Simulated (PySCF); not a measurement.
# WF: mean field, correlation and small terms against distance

State: ⁶Σ⁺, sextet, unpaired electrons σ ↑, π ↑↑, δ ↑↑. ROHF-based CCSD(T) in PySCF 2.14 with W aug-cc-pVDZ-PP with ECP60, F aug-cc-pVDZ and W aug-cc-pVTZ-PP with ECP60, F aug-cc-pVTZ (frozen core orbitals: 5; scalar-relativistic core potentials). Correlation energies are extrapolated as n⁻³ (n = 2, 3), Hartree–Fock as (n+1)·exp(−9√n). All energies in eV from W (5d4 6s2) + F.

```
 R (Å)  HF/CBS  CCSD corr.      (T)   total
1.6711  -3.757      -0.714  -0.0675  -4.538
1.7471  -4.392      -0.720  -0.0689  -5.181
1.8230  -4.714      -0.719  -0.0703  -5.504
1.8990  -4.818      -0.713  -0.0720  -5.602
1.9749  -4.770      -0.703  -0.0742  -5.547
2.0699  -4.572      -0.689  -0.0778  -5.339
2.1648  -4.282      -0.676  -0.0822  -5.040
```

A fit to the total gives Re = 1.9049 Å, De = 5.603 eV, ωe = 635.3 cm⁻¹, Be = 0.2698 cm⁻¹ (masses 183.9509 and 18.9984 u).

**Question.** At R = 1.8990 Å the CCSD correlation energy is -0.297795 hartree in the smaller basis and -0.362824 in the larger. Extrapolate it.

**Answer.** (3³·E3 − 2³·E2)/(3³ − 2³) = -0.39020 hartree; the larger basis holds 93.0 % of it.

The T1 diagnostic is 0.026. The state was picked by a PBE0 search and need not be the measured ground state. Spin–orbit coupling, excitations beyond (T) and corrections to the Born–Oppenheimer picture are left out, and spin–orbit coupling matters for open p, d or f shells this heavy.
